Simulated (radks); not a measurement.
Values are calculated unless marked as measured or tabulated.
Problem. The osmium ion Os10+ is in [Kr] 4d10 4f14 5s2 5p4. Code: a radial shooting solver on a logarithmic mesh with Libxc functionals. Model: scalar-relativistic Kohn-Sham, PBE, spin-polarised, spherical densities, finite nucleus; Fermi nuclear charge, rms radius of each element as measured or else 0.836 A^(1/3) + 0.57 fm. Open shells are filled with parallel spins first. One electron is removed from 4d, 4f, 5p, 5s in turn, with full relaxation. Which removal costs least, and what does each cost?

Solution. 5p 211.09 eV; 4f 232.35 eV; 5s 257.44 eV; 4d 454.93 eV. The 5p electron leaves first.
